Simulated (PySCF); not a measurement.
PySCF input (B3PW91/6-31G* (5d)):

```python
from pyscf import gto, dft

mol = gto.M(
    atom='''
    C    -0.59228900   -0.52606600   -0.26946000
    C     0.65778700   -0.50181500   -0.12513500
    O    -0.06076300    0.77407900    0.39623000
    H    -1.61871900   -0.79151600   -0.45819800
    H     1.70961200   -0.72694800   -0.07393200
    H     0.00222300    1.49311500   -0.27014200
    ''',
    basis='6-31g*',
    charge=1,
    spin=0,
    verbose=4,
)

mf = dft.RKS(mol, xc='b3pw91')
mf.grids.level = 3
mf.conv_tol = 1e-9
mf.max_cycle = 100
mf.max_memory = 1500
mf.kernel()
if not mf.converged:
    mf = mf.newton()
    mf.kernel(mf.make_rdm1())
mf.dip_moment()
```

From the output:

```
[INPUT] Symbol           X                Y                Z      unit          X                Y                Z       unit  Magmom
[INPUT]  1 C     -0.592289000000  -0.526066000000  -0.269460000000 AA   -1.119263996593  -0.994120663445  -0.509205601525 Bohr   0.0
[INPUT]  2 C      0.657787000000  -0.501815000000  -0.125135000000 AA    1.243037278299  -0.948292915199  -0.236470878597 Bohr   0.0
[INPUT]  3 O     -0.060763000000   0.774079000000   0.396230000000 AA   -0.114825428507   1.462797308777   0.748766182336 Bohr   0.0
[INPUT]  4 H     -1.618719000000  -0.791516000000  -0.458198000000 AA   -3.058935582630  -1.495748463211  -0.865868730823 Bohr   0.0
[INPUT]  5 H      1.709612000000  -0.726948000000  -0.073932000000 AA    3.230698459270  -1.373732626800  -0.139711231841 Bohr   0.0
[INPUT]  6 H      0.002223000000   1.493115000000  -0.270142000000 AA    0.004200861175   2.821578422480  -0.510494394742 Bohr   0.0

nuclear repulsion = 67.8905346551727
number of shells = 24
number of NR pGTOs = 93
number of NR cGTOs = 48
basis = 6-31g*
ecp = {}

******** <class 'pyscf.dft.rks.RKS'> ********
method = RKS
initial guess = minao
damping factor = 0
level_shift factor = 0
DIIS = <class 'pyscf.scf.diis.CDIIS'>
diis_start_cycle = 1
diis_space = 8
diis_damp = 0
SCF conv_tol = 1e-09
SCF conv_tol_grad = None
SCF max_cycles = 100
direct_scf = True
direct_scf_tol = 1e-13
XC library pyscf.dft.libxc version 7.1.2
    S. Lehtola, C. Steigemann, M. J. T. Oliveira, and M. A. L. Marques,  SoftwareX 7, 1–5 (2018)
XC functionals = b3pw91
    A. D. Becke,  J. Chem. Phys. 98, 5648 (1993)
radial grids:
    Treutler-Ahlrichs [JCP 102, 346 (1995); DOI:10.1063/1.469408] (M4) radial grids

becke partition: Becke, JCP 88, 2547 (1988); DOI:10.1063/1.454033
pruning grids: <function nwchem_prune>
grids dens level: 3
symmetrized grids: False
atomic radii adjust function: <function treutler_atomic_radii_adjust>
small_rho_cutoff = 0
Set gradient conv threshold to 3.16228e-05
Initial guess from minao.
tot grids = 71744
init E= -153.426206561847
  HOMO = -0.302477346395404  LUMO = -0.0661464387069342  gap/eV = 6.43089
cycle= 1 E= -152.694293166458  delta_E= 0.732  |g|= 0.367  |ddm|= 2.26
  HOMO = -0.55941237704272  LUMO = -0.30725485461181  gap/eV = 6.86156
cycle= 2 E= -152.658840651858  delta_E= 0.0355  |g|= 0.571  |ddm|= 0.71
  HOMO = -0.566790224370363  LUMO = -0.277838231380209  gap/eV = 7.86278
cycle= 3 E= -152.721543874115  delta_E= -0.0627  |g|= 0.099  |ddm|= 0.41
  HOMO = -0.561017830738018  LUMO = -0.273395273230895  gap/eV = 7.82661
cycle= 4 E= -152.723494981813  delta_E= -0.00195  |g|= 0.01  |ddm|= 0.0655
  HOMO = -0.562535403700485  LUMO = -0.274637590814224  gap/eV = 7.83410
cycle= 5 E= -152.723516057631  delta_E= -2.11e-05  |g|= 0.00295  |ddm|= 0.0113
  HOMO = -0.561710694349293  LUMO = -0.273907376864295  gap/eV = 7.83153
cycle= 6 E= -152.723518200727  delta_E= -2.14e-06  |g|= 0.000542  |ddm|= 0.00327
  HOMO = -0.561805902844286  LUMO = -0.274006010266537  gap/eV = 7.83143
cycle= 7 E= -152.723518278386  delta_E= -7.77e-08  |g|= 4.02e-05  |ddm|= 0.000497
  HOMO = -0.561811172608718  LUMO = -0.274009014255484  gap/eV = 7.83150
cycle= 8 E= -152.723518278897  delta_E= -5.12e-10  |g|= 1e-05  |ddm|= 6.22e-05
  HOMO = -0.561811170945103  LUMO = -0.274008848418161  gap/eV = 7.83150
Extra cycle  E= -152.723518278916  delta_E= -1.89e-11  |g|= 5.54e-06  |ddm|= 1.13e-05
converged SCF energy = -152.723518278916

WARN: System has nonzero charge 1; the dipole moment is origin-dependent.
Location of origin: [0. 0. 0.]

Dipole moment(X, Y, Z, Debye):  0.21087, -0.07910, -1.81312
```

The dipole moment of an ion depends on the origin.

The geometry given is a B3LYP-D3(BJ)/def2-TZVP minimum.
